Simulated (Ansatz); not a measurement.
`C[N](C)[Hf]([OH])([N](C)C)[N](C)C` + HBr → `C[N](C)[Hf]([Br])([N](C)C)[N](C)C` + H₂O  (ligand exchange at the Hf–O bond)

Calculated with Ansatz (gas phase, PBE0-D4/def2-TZVP geometries, no zero-point term in ΔE). CBS: MP2 limit from def2 TZ/QZ plus the TZ coupled-cluster correction, frozen cores. This one scheme is used for every species. DFT in def2-TZVPP. Elements past krypton have def2 core potentials. For Br, Hf outer-core shells are correlated without core-valence functions, which leaves a few kJ/mol of doubt a bond. Scalar relativity is left out up to krypton. One conformer a species, not always the lowest.

Problem. Is it downhill or uphill in electronic energy at CCSD(T)/CBS, and by how much? (Best estimate.)

Solution. The calculation gave: Downhill: ΔE = -0.76 eV.

Problem. What do these levels give: BHLYP-D4, PBE-QIDH, BHLYP, CCSD(T)/def2-SVP, CCSD/def2-TZVPP, HF/CBS(def2)? (Estimate.)

Solution. Ansatz gave: BHLYP-D4 -0.68, PBE-QIDH -0.77, BHLYP -0.63, CCSD(T)/def2-SVP -0.52, CCSD/def2-TZVPP -0.70, HF/CBS(def2) -0.69 eV.

Largest T1 diagnostic among the species: 0.014.

From PBE to PBE0 (25 % exact exchange), in def2-TZVPP and without D4, ΔE moves by −0.06 eV. Leaving LDA and LC-ωPBE aside and taking each functional with its dispersion term where it has one, the values, not all of them listed here, spread over 0.21 eV, from PBE-QIDH to BLYP-D4. The D4 term adds −0.04 eV with B3LYP and −0.03 eV with PBE0; it sums over pairs of atoms, weighted by their polarisabilities, and B3LYP, whose exchange is more repulsive, gets the larger term.

B3LYP here is the variant with VWN-RPA as its local correlation; programs differ in this.
